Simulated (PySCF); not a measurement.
H$_{2}$CdS (SMILES [SH][CdH]), singlet, at a GFN2-xTB geometry (such geometries of metal compounds can be far from the true shape) (core potentials on Cd), atoms displaced at random by about 0.08 Å a coordinate. Base run: TPSS/def2-SVP, gradient (PySCF).

The PySCF input:
```python
from pyscf import gto, scf, dft

mol = gto.Mole()
mol.atom = '''
    Cd   -0.340352   -0.162874   -0.470608
    H    -1.303279   -0.000331   -1.754833
    S     1.009368    0.951216    1.180498
    H     1.340514    0.069851    1.950536
'''
mol.basis = 'def2-svp'
mol.ecp = {'Cd': 'def2-svp'}
mol.charge = 0
mol.spin = 0
mol.verbose = 3
mol.build()

mf = dft.RKS(mol)
mf.xc = 'tpss'
mf.kernel()
g = mf.nuc_grad_method()
grad = g.kernel()
```

The coordinate followed is y of atom 4.

Variants of this job, named by their change:

| change | dE/dx (Eh/bohr) | net force (Eh/bohr) |
|---|---|---|
| base | 0.074452 | 0.000062 |
| finite difference step (bohr) = 0.2; conv_tol = 1e-11 | 0.076291 | - |
| density fitting = on | 0.074464 | 0.000062 |
| finite difference step (bohr) = 1e-3; conv_tol = 1e-11 | 0.074455 | - |
| grids.level = 0; grid_response = on | 0.075957 | 0.000000 |
| grids.level = 1; grid_response = off | 0.074443 | 0.000956 |
| finite difference step (bohr) = 1e-5; conv_tol = 1e-11 | 0.074455 | - |
| finite difference step (bohr) = 0.01; conv_tol = 1e-11 | 0.074459 | - |
| finite difference step (bohr) = 1e-4; conv_tol = 1e-11 | 0.074455 | - |
| conv_tol = 1e-4 | 0.074512 | 0.000062 |
| grid_response = on | 0.074454 | 0.000000 |
| grids.level = 5; grid_response = on | 0.074452 | 0.000000 |

The net force is zero for an exact gradient.
